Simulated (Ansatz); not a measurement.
Mulliken charges of C2H6Al2, SMILES `C[CH]1[AlH][AlH]1` from PBE/def2-TZVPP in Ansatz (PBE0-D4/def2-TZVP geometry).

| atom | x (Å) | y (Å) | z (Å) | charge (e) |
| --- | --- | --- | --- | --- |
| C1 | -1.195 | 0.751 | -0.306 | -0.241 |
| C2 | -0.011 | -0.156 | -0.057 | -0.308 |
| Al3 | 0.794 | -1.133 | 1.436 | 0.171 |
| Al4 | 1.892 | -0.289 | -0.564 | 0.166 |
| H5 | -1.097 | 1.663 | 0.287 | 0.084 |
| H6 | -1.280 | 1.060 | -1.353 | 0.084 |
| H7 | -2.146 | 0.291 | -0.020 | 0.086 |
| H8 | -0.081 | -1.123 | -0.654 | 0.142 |
| H9 | 0.408 | -1.452 | 2.951 | -0.093 |
| H10 | 2.801 | 0.336 | -1.718 | -0.092 |

Problem. By hand: the dipole of these point charges (1 e Å = 4.8032 D).

Solution. Σ q r = (0.050, -0.176, -0.057) e Å, of length 0.192 e Å = 0.92 D.

Problem. How does the dipole of the full density compare? (Estimate.)

Solution. Ansatz gave: (-0.122, 0.054, -0.050) e Å, 0.68 D; the point charges give 1.35 times that, at 118° from its direction.

Point charges leave out the atoms' own dipoles, such as those of lone pairs, and Mulliken's split depends on the basis, so the two needn't agree.
